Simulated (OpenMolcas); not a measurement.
An OpenMolcas run meant for Fe VIII (ANO-RCC-MB, DKH2; inactive shells 1s 2s 2p 3s 3p; intended active space 1 electron in 5 orbitals (3d)). One step of its input:

```
&RASSCF
FileOrb=start.orb
Symmetry=1
Spin=2
nActEl=1 0 0
Inactive=6 3
Ras2=5 0
CIRoot=5 5 1
SDav=5
CIMx=300
Iter=98 100
PrWF=0.3
OrbListing=Nothing
MaxOrb=0
Atom
>>> COPY $Project.JobIph JOB001
```

Lines from the output:

```
--- SEWARD ---
Basis set label: FE.ANO-RCC...4S3P1D.

      Electronic valence basis set:
      ------------------
      Associated Effective Charge  26.000000 au
      Associated Actual Charge     26.000000 au
      Nuclear Model: Point charge

      Shell  nPrim  nBasis  Cartesian Spherical Contaminant
         s      21       4        X
         p      15       3        X
         d      10       1                 X
                  Relativistic Douglas-Kroll-Hess integrals:
                    - DKH order of Hamiltonian: 2
                    - DKH order of Properties : 0
                  Atomic mean-field integrals
--- RASSCF ---

         Deleted:   0   0
 Basis functions:   9   9
  Have you used a too small basis set?
 ********************************************
--- Stop Module: rasscf at  /rc=_RC_INPUT_ERROR_ ---
.####################.
.# User input error #.
.####################.
```

Question: What is wrong with the input?

Answer: The inactive counts of the gerade and ungerade irreps are swapped.
